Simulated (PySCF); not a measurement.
Compounds:

A. SMILES CCCc1cncn1C
B. `[C@H]12CC[C@H](CC1)C2`
C. `C=C(CC)C1CC1`

Spectrum 1. 1H NMR (500 MHz, computed): δ 2.11 (m, 2H), 1.60 (m, 4H), 1.17 (m, 4H), 1.09 (m, 2H). 13C{1H} NMR (computed): δ 39.8 (CH), 39.8 (CH2), 32.5 (CH2).

Spectrum 2. 1H NMR (500 MHz, computed): δ 7.04 (m, 1H), 7.02 (m, 1H), 3.62 (s, 3H), 2.52 (t, 2H), 1.48 (m, 2H), 1.13 (t, 3H). 13C{1H} NMR (computed): δ 139.2 (CH), 136.5 (C), 133.5 (CH), 32.0 (CH3), 31.6 (CH2), 30.7 (CH2), 17.2 (CH3).

Spectrum 3. 1H NMR (500 MHz, computed): δ 4.72 (tt, J = 2.7, 1.4 Hz, 1H), 4.43 (td, J = 2.5, 1.5 Hz, 1H), 2.35 (qt, J = 7.4, 2.6 Hz, 2H), 1.18 (t, J = 7.4 Hz, 3H), 0.93 (m, 1H), 0.88 (m, 2H), 0.49 (m, 2H). 13C{1H} NMR (computed): δ 164.5 (C), 102.4 (CH2), 35.4 (CH2), 17.9 (CH), 15.3 (CH2), 12.9 (CH3).

Computed data (PySCF 2.14): GFN2-xTB geometry, shieldings: GIAO PBE0/pcSseg-1, B3LYP/pcJ-1 coupling constants (spin–dipole term left out of most H,H and C,H couplings). Non-relativistic Hamiltonian, single conformer, in vacuum, rapidly exchanging positions averaged.

Referencing at the same level of theory: TMS for 1H (31.72 ppm), 13C (186.93 ppm). Multiplet labels drop J under 1 Hz and among equivalent protons, and merge close values. Unscaled 3J(H,H) run several per cent high. Where no couplings were computed, multiplicities follow the n + 1 count of equivalent neighbours, and m marks all less simple cases (inequivalent or close neighbours, rings, F or P nearby). Shifts are as computed. Against solution values, carbons near 30 ppm lie about +3 ppm off and those near 130 ppm about +5 ppm. Of 1211 compounds with measured shifts, 218 miss one by over three times the rms of a fit or turn the order of signals round; such compounds aren't used in these exercises.

Which spectrum belongs to which compound?

## Answers

1–B, 2–A, 3–C.

- Spectrum 1 (B): 3 13C signals; δC 39.8 is an sp3 CH in a ring; δC 39.8 is an sp3 CH2 in a ring.
- Spectrum 2 (A): 7 13C signals; δC 32.0 is a methyl carbon bonded to N; δC 31.6 is an sp3 CH2.
- Spectrum 3 (C): 6 13C signals; δC 164.5 is a fully substituted alkene carbon; δC 102.4 is a terminal =CH2 carbon.
